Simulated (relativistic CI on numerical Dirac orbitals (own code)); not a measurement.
**Electric-dipole lines of Mn XXI**

Calculated at this level of theory: Dirac-Coulomb-Breit CI, orbitals from a KLI potential per configuration, model QED (radiative potential, 1s self-energy scaled to tabulated hydrogen-like ionisation energies), unscaled Slater integrals (own radial code, finite nucleus).

Configurations in the expansion (outside the closed core 1s2): 2s²2p, 2s2p², 2p³, 2p²3s, 2p²3p, 2p²3d, 2s²3s, 2s²3p, 2s²3d, 2s2p3s, 2s2p3p, 2s2p3d, 2s²4s, 2s²4p, 2s²4d, 2s²4f. Levels of other configurations are missing.

```csv
λ vac (Å),Lower,Upper,A (s⁻¹),E lower (10³ cm⁻¹),E upper (10³ cm⁻¹)
12.488,2s²2p ²P°3/2 [2],2s2p3p ²D5/2 [39],6.65e+12,99.2,8107.1
12.821,2s2p² ²D3/2 [6],2s2p3d ²F°5/2 [67],1.60e+13,692.0,8491.5
12.852,2s2p² ²D5/2 [7],2s2p3d ²F°7/2 [66],1.21e+13,708.1,8489.2
12.867,2s²2p ²P°1/2 [1],2s²3d ²D3/2 [20],1.35e+13,0.0,7771.9
12.879,2s2p² ⁴P1/2 [3],2s2p3d ⁴D°1/2 [44],2.24e+13,375.7,8140.1
12.884,2s2p² ⁴P1/2 [3],2s2p3d ⁴D°3/2 [42],1.41e+13,375.7,8137.5
12.912,2s2p² ⁴P5/2 [5],2s2p3d ⁴D°5/2 [51],1.44e+13,466.7,8211.7
12.930,2s2p² ⁴P5/2 [5],2s2p3d ⁴D°7/2 [50],2.06e+13,466.7,8200.7
12.973,2s2p² ⁴P3/2 [4],2s2p3d ⁴P°5/2 [41],1.20e+13,420.7,8129.2
13.019,2s²2p ²P°3/2 [2],2s²3d ²D5/2 [21],1.56e+13,99.2,7780.1
13.078,2p³ ⁴S°3/2 [11],2p²3d ⁴P3/2 [105],2.09e+13,1178.2,8824.6
13.100,2p³ ⁴S°3/2 [11],2p²3d ⁴P5/2 [103],1.49e+13,1178.2,8811.9
13.121,2p³ ²D°5/2 [13],2p²3d ²F7/2 [117],2.95e+13,1343.0,8964.7
13.165,2s2p² ²D5/2 [7],2s2p3d ²F°7/2 [56],1.91e+13,708.1,8303.7
13.192,2s2p² ²P3/2 [10],2s2p3d ²D°5/2 [71],1.91e+13,934.1,8514.2
13.222,2p³ ²D°3/2 [12],2p²3d ²D5/2 [110],1.56e+13,1319.2,8882.4
13.226,2s2p² ²D3/2 [6],2s2p3d ²F°5/2 [54],7.51e+12,692.0,8252.7
13.388,2p³ ²P°3/2 [15],2p²3d ²D5/2 [120],1.63e+13,1528.2,8997.8
39.934,2s²3d ²D3/2 [20],2s²4f ²F°5/2 [131],2.76e+12,7771.9,10276.0
40.041,2s²3d ²D5/2 [21],2s²4f ²F°7/2 [132],2.95e+12,7780.1,10277.5
```

Terms are leading LS components. Brackets give the number of a level in order of energy, since labels repeat. The list gives strong lines, with weight on those to low levels, without lines whose two gauges differ by over a factor of 2.5. Levels whose partners in the same complex of configurations lie outside the list can be far off, and so can their lines. Rates are taken at the computed energies, electric ones in the length gauge.

At this charge energies of transitions that change n are usually good to better than 1 %, and those within a shell (Δn = 0) to a few per cent.

LS names give the leading component of a level, which can be under half, so a name can repeat, a term be missing and a line seem to break the LS rules.
